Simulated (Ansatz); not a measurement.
Consider the cleavage of the Si–Si bond: `[SiH3][SiH]1CO[SiH2]1` + `CNCF` → `CN([SiH3])CF` + `C1O[SiH2][SiH2]1`.

Calculated with Ansatz (gas phase, PBE0-D4/def2-TZVP geometries, no zero-point term in ΔE). CBS: MP2 limit from def2 TZ/QZ plus the TZ coupled-cluster correction, frozen cores. DFT in def2-TZVPP. Each species was taken in one conformer, which may not be the lowest.

| level | ΔE (kJ/mol) |
| --- | --- |
| ωB97M-V | -34.7 |
| CCSD/CBS(def2) | -32.5 |

Problem. What does CCSD(T)/CBS give? (An estimate is asked.)

Solution. The calculation gave: -30.8 kJ/mol. The listed levels differ from it by -3.9, -1.7 kJ/mol.

Largest T1 diagnostic among the species: 0.014.

In def2-TZVPP, CCSD(T) changes the Hartree–Fock value by +10.1 kJ/mol (the triples alone add +1.7 kJ/mol) and MP2 by +3.0 kJ/mol. From PBE to PBE0 (25 % exact exchange), in def2-TZVPP and without D4, ΔE moves by −5.2 kJ/mol.
